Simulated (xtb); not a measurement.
Cl2Sr, charge -1, doublet, from a rough starting geometry (GFN-xTB shapes and energies of metal compounds can be far from the true ones) (a state made from the parent by changing its charge; the spin is typed, not shown lowest); xtb 6.7.1 with GFN2-xTB.

xtb was given this input:
```
$ xtb mol.xyz --gfn 2 --chrg -1 --uhf 1 --opt vtight --json

# file mol.xyz
3

Sr     0.00204903    -0.07610333     0.03106323
Cl     1.74094685     0.43734244    -1.73273572
Cl    -1.78199428    -0.41245642     1.72691487
```

Problem. Write the output that xtb gives for this input, abridged.

Solution. 
```
   ID    Z sym.   atoms
    1   38 Sr     1
    2   17 Cl     2, 3

           -------------------------------------------------
          |                Calculation Setup                |
           -------------------------------------------------

           -------------------------------------------------
          |                 G F N 2 - x T B                 |
           -------------------------------------------------

          ...................................................
          :                      SETUP                      :
          :.................................................:
          :  # basis functions                  30          :
          :  # atomic orbitals                  27          :
          :  # shells                            9          :
          :  # electrons                        17          :
          :  max. iterations                   250          :
          :  Hamiltonian                  GFN2-xTB          :
          :  restarted?                      false          :
          :  GBSA solvation                  false          :
          :  PC potential                    false          :
          :  electronic temp.          300.0000000     K    :
          :  accuracy                    1.0000000          :
          :  -> integral cutoff          0.2500000E+02      :
          :  -> integral neglect         0.1000000E-07      :
          :  -> SCF convergence          0.1000000E-05 Eh   :
          :  -> wf. convergence          0.1000000E-03 e    :
          :  Broyden damping             0.4000000          :
          :  net charge                         -1          :
          :  unpaired electrons                  1          :
          ...................................................

 iter      E             dE          RMSdq      gap      omega  full diag
   1     -9.4820290 -0.948203E+01  0.149E+01    1.69       0.0  T
   2     -9.8684137 -0.386385E+00  0.979E+00    5.21       1.0  T
   3     -9.9231342 -0.547206E-01  0.415E+00    4.56       1.0  T
   4     -9.9263316 -0.319738E-02  0.292E+00    4.56       1.0  T
   5     -9.9299739 -0.364231E-02  0.851E-01    4.51       1.0  T
   6     -9.9298489  0.125046E-03  0.831E-01    4.54       1.0  T
   7     -9.9302524 -0.403527E-03  0.154E-01    4.52       1.0  T
   8     -9.9302385  0.139423E-04  0.221E-01    4.54       1.0  T
   9     -9.9302631 -0.246429E-04  0.123E-02    4.53       4.7  T
  10     -9.9302622  0.887224E-06  0.468E-02    4.53       1.2  T
  11     -9.9302626 -0.317371E-06  0.365E-02    4.53       1.6  T
  12     -9.9302632 -0.627780E-06  0.131E-02    4.53       4.4  T
  13     -9.9302633 -0.898550E-07  0.351E-03    4.53      16.4  T
  14     -9.9302633  0.171848E-09  0.266E-03    4.53      21.7  T
  15     -9.9302633  0.429967E-10  0.141E-03    4.53      40.8  T
  16     -9.9302633 -0.191107E-08  0.156E-04    4.53     370.9  T
  17     -9.9302633 -0.491767E-10  0.122E-05    4.53    4745.0  T

   *** convergence criteria satisfied after 17 iterations ***

         :::::::::::::::::::::::::::::::::::::::::::::::::::::
         ::                     SUMMARY                     ::
         :::::::::::::::::::::::::::::::::::::::::::::::::::::
         :: total energy              -9.925136867088 Eh    ::
         :: gradient norm              0.007870851550 Eh/a0 ::
         :: HOMO-LUMO gap              4.528427214225 eV    ::
         ::.................................................::
         :: SCC energy                -9.930263475781 Eh    ::
         :: -> isotropic ES            0.164388514011 Eh    ::
         :: -> anisotropic ES         -0.002514808853 Eh    ::
         :: -> anisotropic XC         -0.000702654790 Eh    ::
         :: -> dispersion             -0.001675463726 Eh    ::
         :: repulsion energy           0.005126608694 Eh    ::
         :: add. restraining           0.000000000000 Eh    ::
         :: total charge              -1.000000000000 e     ::
         :::::::::::::::::::::::::::::::::::::::::::::::::::::

      -----------------------------------------------------------
     |                   =====================                   |
     |                        A N C O P T                        |
     |                   =====================                   |
     |               Approximate Normal Coordinate               |
     |                Rational Function Optimizer                |
      -----------------------------------------------------------
      -----------------------------------------------------------
     |                   =====================                   |
     |                        A N C O P T                        |
     |                   =====================                   |
     |               Approximate Normal Coordinate               |
     |                Rational Function Optimizer                |
      -----------------------------------------------------------

          ...................................................
          :                      SETUP                      :
          :.................................................:
          :   optimization level         verytight          :
          :   max. optcycles                   200          :
          :   ANC micro-cycles                  20          :
          :   degrees of freedom                 3          :
          :.................................................:
          :   RF solver                   davidson          :
          :   write xtbopt.log                true          :
          :   linear?                        false          :
          :   energy convergence         0.1000000E-06 Eh   :
          :   grad. convergence          0.2000000E-03 Eh/α :
          :   maxmium RF displ.          1.0000000          :
          :   Hlow (freq-cutoff)         0.1000000E-01      :
          :   Hmax (freq-cutoff)         5.0000000          :
[...]
 * total energy  :    -9.9251369 Eh     change       -0.1652012E-12 Eh
 * total energy  :    -9.9260950 Eh     change       -0.9581523E-03 Eh
 * total energy  :    -9.9269794 Eh     change       -0.8843566E-03 Eh
 * total energy  :    -9.9281151 Eh     change       -0.1135732E-02 Eh
 * total energy  :    -9.9288935 Eh     change       -0.7783782E-03 Eh
 * total energy  :    -9.9294567 Eh     change       -0.5632582E-03 Eh
 * total energy  :    -9.9297730 Eh     change       -0.3162570E-03 Eh
 * total energy  :    -9.9298052 Eh     change       -0.3223902E-04 Eh
 * total energy  :    -9.9298100 Eh     change       -0.4786786E-05 Eh
 * total energy  :    -9.9298101 Eh     change       -0.1155862E-06 Eh
 * total energy  :    -9.9298102 Eh     change       -0.1456722E-07 Eh
   *** GEOMETRY OPTIMIZATION CONVERGED AFTER 11 ITERATIONS ***
[...]
          :  PC potential                    false          :
          :  electronic temp.          300.0000000     K    :
          :  accuracy                    1.0000000          :
          :  -> integral cutoff          0.2500000E+02      :
          :  -> integral neglect         0.1000000E-07      :
          :  -> SCF convergence          0.1000000E-05 Eh   :
          :  -> wf. convergence          0.1000000E-03 e    :
          :  Broyden damping             0.4000000          :
          :  net charge                         -1          :
          :  unpaired electrons                  1          :
          ...................................................

 iter      E             dE          RMSdq      gap      omega  full diag
   1     -9.9310849 -0.993108E+01  0.124E-04    4.18       0.0  T
   2     -9.9310849 -0.240163E-11  0.975E-05    4.18     592.2  T
   3     -9.9310849 -0.332356E-11  0.522E-05    4.18    1105.8  T

   *** convergence criteria satisfied after 3 iterations ***

         :::::::::::::::::::::::::::::::::::::::::::::::::::::
         ::                     SUMMARY                     ::
         :::::::::::::::::::::::::::::::::::::::::::::::::::::
         :: total energy              -9.929810157758 Eh    ::
         :: gradient norm              0.000001663273 Eh/a0 ::
         :: HOMO-LUMO gap              4.179914510805 eV    ::
         ::.................................................::
         :: SCC energy                -9.931085013467 Eh    ::
         :: -> isotropic ES            0.162525769554 Eh    ::
         :: -> anisotropic ES         -0.007539509286 Eh    ::
         :: -> anisotropic XC         -0.004710442949 Eh    ::
         :: -> dispersion             -0.001694367110 Eh    ::
         :: repulsion energy           0.001274855709 Eh    ::
         :: add. restraining           0.000000000000 Eh    ::
         :: total charge              -1.000000000000 e     ::
         :::::::::::::::::::::::::::::::::::::::::::::::::::::

           -------------------------------------------------
          |                Property Printout                |
           -------------------------------------------------

    * Orbital Energies and Occupations

         #    Occupation            Energy/Eh            Energy/eV
      -------------------------------------------------------------
         1        2.0000           -0.8552650             -23.2729
         2        2.0000           -0.8516911             -23.1757
         3        2.0000           -0.2619565              -7.1282
         4        2.0000           -0.2460381              -6.6950
         5        2.0000           -0.2437854              -6.6337
         6        2.0000           -0.2430943              -6.6149
         7        2.0000           -0.2401336              -6.5344
         8        2.0000           -0.2398337              -6.5262
         9        1.0000           -0.1520148              -4.1365 (HOMO)
        10                          0.0015942               0.0434 (LUMO)
        11                          0.0765909               2.0841
        12                          0.1497191               4.0741
        13                          0.1609328               4.3792
        14                          0.1697146               4.6182
        15                          0.1779958               4.8435
        16                          0.2516833               6.8487
        17                          0.2532498               6.8913
        18                          0.2537922               6.9060
        19                          0.2541421               6.9156
        20                          0.2543970               6.9225
       ...                                ...                  ...
        27                          0.5306144              14.4388
      -------------------------------------------------------------
                  HL-Gap            0.1536090 Eh            4.1799 eV
             Fermi-level           -0.1355673 Eh           -3.6890 eV

     #   Z          covCN         q      C6AA      α(0)
     1  38 Sr       1.373     0.440   477.223    65.220
     2  17 Cl       0.687    -0.720   123.580    17.002
     3  17 Cl       0.687    -0.720   123.580    17.002

 Mol. C6AA /au·bohr⁶  :       1828.271128
 Mol. C8AA /au·bohr⁸  :     211480.427139
 Mol. α(0) /au        :         99.223450

Wiberg/Mayer (AO) data.
largest (>0.10) Wiberg bond orders for each atom

 ---------------------------------------------------------------------------
     #   Z sym  total        # sym  WBO       # sym  WBO       # sym  WBO
 ---------------------------------------------------------------------------
     1  38 Sr   0.988 --     2 Cl   0.494     3 Cl   0.494
     2  17 Cl   0.523 --     1 Sr   0.494
     3  17 Cl   0.523 --     1 Sr   0.494
 ---------------------------------------------------------------------------

Topologies differ in total number of bonds
Writing topology from bond orders to xtbtopo.mol

molecular dipole:
                 x           y           z       tot (Debye)
 q only:        0.682      -1.375       0.274
   full:        0.240      -0.428       0.079       1.263
molecular quadrupole (traceless):
                xx          xy          yy          xz          yz          zz
 q only:       -7.355      -6.102      14.425      22.936       5.922      -7.070
  q+dip:       -6.715      -4.615      12.587      22.928       6.738      -5.873
   full:       -6.413      -3.877      11.696      22.859       7.097      -5.283

optimized geometry written to: xtbopt.xyz

           -------------------------------------------------
          | TOTAL ENERGY               -9.929810157758 Eh   |
          | GRADIENT NORM               0.000001663273 Eh/α |
          | HOMO-LUMO GAP               4.179914510805 eV   |
           -------------------------------------------------

normal termination of xtb
```
